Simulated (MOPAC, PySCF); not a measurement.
[Hf(F)3(NH2)], neutral singlet in the gas phase. 

Cartesian coordinates (Å):
```xyz
7

Hf    -0.0264     0.0430    -0.0593
F     -0.7100    -1.3534     1.0770
F     -1.5457     1.0443    -0.6951
F      1.2702     1.1995     0.7659
N      0.8910    -0.8331    -1.6418
H      1.7831    -0.5336    -2.0525
H      0.5303    -1.6177    -2.1970
```
Charge 0, multiplicity 1.

All levels are single points at this geometry (PBE-D3(BJ)/def2-SVP); Pople sets use spherical d functions. Orbital energies aren't observables, and empty levels follow the basis.

```csv
level,HOMO (eV),LUMO (eV),gap (eV),dipole (D),"vertical IE, Delta-SCF (eV)"
B3LYP-D3(BJ)/def2-TZVP in PySCF,-7.90,-1.01,6.89,2.45,–
PBE-D3(BJ)/def2-TZVP in PySCF,-6.68,-1.57,5.11,2.40,–
TPSSh-D3(BJ)/def2-TZVP in PySCF,-7.31,-1.05,6.26,2.38,–
B3LYP/6-311+G** (LANL2DZ on Hf) in PySCF,-8.19,-1.61,6.58,2.75,–
B3LYP/LANL2DZ in PySCF,-8.03,-1.50,6.54,3.08,–
M06-2X/6-31G* (LANL2DZ on Hf) in PySCF,-9.41,0.07,9.48,2.60,–
PBE/6-31G* (LANL2DZ on Hf) in PySCF,-6.41,-1.55,4.86,2.45,10.16
PM6 in MOPAC,-10.53,-1.82,8.71,4.51,–
PM7 in MOPAC,-11.56,-0.04,11.52,4.05,–
```
